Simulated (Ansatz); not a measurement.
Molecule: MgO, charge 0, multiplicity 1. SMILES: [O]=[Mg]
Geometry: optimised at B3LYP-D3(BJ)/def2-TZVP (Ansatz, a program for electronic structure).

Wanted: atomisation energy (electronic, to ground-state atoms), in kJ/mol. Valence correlation only, unless marked. UHF or UKS for open shells. No spin-orbit coupling. No relativistic terms. The coupled-cluster limit lacks core correlation, which all-electron functionals hold. Basis-set limits of correlation are two-point, X^-3; Hartree-Fock from the larger set. The program attaches cautions to a run behind SCS-MP2/6-31G*: other roots.

The Hartree-Fock reference is unstable (checked in the largest basis), which strains HF and MP2. The T1 diagnostic of CCSD in the largest basis is 0.049, which is high, so the coupled-cluster rows are less sure than usual.

```tsv
level	program	atomisation energy (kJ/mol)
PBE/def2-TZVPD	Ansatz	278.9
BLYP/def2-TZVPD	Ansatz	273.0
PBE0/def2-SVP	Ansatz	?
PBE0-D4/def2-TZVP	Ansatz + dftd4	197.8
BHLYP-D4/def2-TZVPD	Ansatz + dftd4	124.6
HSE06/def2-TZVPD	Ansatz	199.0
CAM-B3LYP-D3(BJ)/def2-TZVPD	Ansatz + dftd3	204.8
RPA@PBE/def2-TZVPP	Ansatz	208.9
SCS-MP2/6-31G*	Ansatz	218.1
SCS-MP2/def2-TZVPP	Ansatz	267.9
SCS-MP2/def2-TZVPPD	Ansatz	275.8
SCS-MP2/def2-QZVPP	Ansatz	291.9
SCS-MP2/def2-QZVPPD	Ansatz	293.1
CCSD/def2-TZVPP	Ansatz	?
CCSD(T)/CBS(def2-TZVPPD,def2-QZVPPD)	Ansatz	?
```

Q: What belongs in the gaps?

A: 
- PBE0/def2-SVP, atomisation energy (kJ/mol): 188.0
- CCSD/def2-TZVPP, atomisation energy (kJ/mol): 170.1
- CCSD(T)/CBS(def2-TZVPPD,def2-QZVPPD), atomisation energy (kJ/mol): 252.4
